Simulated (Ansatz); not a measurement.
Ansatz (a program for electronic structure) input:

Ansatz 0.2 input:
```yaml
crystal:
  periodic: [false, false, false]
  atoms:
    - {symbol: C, position_ang: [-1.19869519, -0.81289258, -0.20542126]}
    - {symbol: C, position_ang: [-0.11127807, 0.05508547, 0.40489598]}
    - {symbol: C, position_ang: [-0.03819772, 1.42248522, -0.25935159]}
    - {symbol: C, position_ang: [1.30579423, -0.62666788, 0.22943284]}
    - {symbol: O, position_ang: [2.25119689, -0.04822776, 0.91919444]}
    - {symbol: H, position_ang: [-2.15655586, -0.30010295, -0.14002875]}
    - {symbol: H, position_ang: [-1.28698934, -1.76433015, 0.31390827]}
    - {symbol: H, position_ang: [-0.98996893, -1.00802956, -1.25545267]}
    - {symbol: H, position_ang: [-0.27362013, 0.17671871, 1.47875944]}
    - {symbol: H, position_ang: [0.13891922, 1.32367351, -1.32848741]}
    - {symbol: H, position_ang: [0.76859850, 2.00712741, 0.17459071]}
    - {symbol: H, position_ang: [-0.97792715, 1.95239530, -0.11273125]}
    - {symbol: H, position_ang: [1.12270253, -1.64802153, 0.63641350]}
    - {symbol: H, position_ang: [1.52916333, -0.72962350, -0.85419032]}
basis:
  gaussian:
    orbitals: def2-TZVP
hamiltonian:
  xc: b3lyp
  dispersion: d3bj
magnetization: {spin_polarized: true, initial_magnetization: 1}
relax: {f_tol: 0.002, max_steps: 150}
```

Question: What final total energy does it print?

Answer: -233.11205 Eh (B3LYP-D3(BJ)/def2-TZVP). The basis has 209 functions.

It need not be the lowest isomer of its formula.
